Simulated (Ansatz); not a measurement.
Z-matrix (Å, degrees):
```
Si
Ge 1 2.381
S 1 2.130 2 108.6
H 1 1.486 2 108.2 3 -123.2
H 1 1.485 2 111.2 3 116.3
I 2 2.535 1 103.9 3 53.7
H 2 1.537 1 115.6 3 169.4
H 2 1.536 1 114.1 3 -61.4
H 3 1.348 1 93.5 2 -48.5
```

Total charge 0; spin multiplicity 1. I: def2 effective core potential.

**Question.** List the PBE/def2-TZVPP orbital energies in eV (the Gaussian-basis code of Ansatz). (An estimate is asked.)

**Answer.** Computed: Occupied: -10805.23, -2395.99, -1780.52, -1338.58, -1192.03, -1191.98, -1191.98, -208.96, -179.84, -163.15, -155.10, -155.02, -154.87, -138.22, -127.22, -126.98, -126.97, -114.67, -114.53, -114.53, -94.98, -94.95, -94.92, -49.32, -49.25, -49.24, -49.04, -49.04, -30.45, -30.40, -30.39, -30.32, -30.30, -18.49, -17.50, -14.26, -12.73, -10.42, -9.26, -9.04, -8.61, -8.25, -7.82, -6.63, -6.54, -6.25. Lowest empty: -2.21, -1.21, -0.86, -0.49, 0.11, 0.11, 0.45, 0.84.
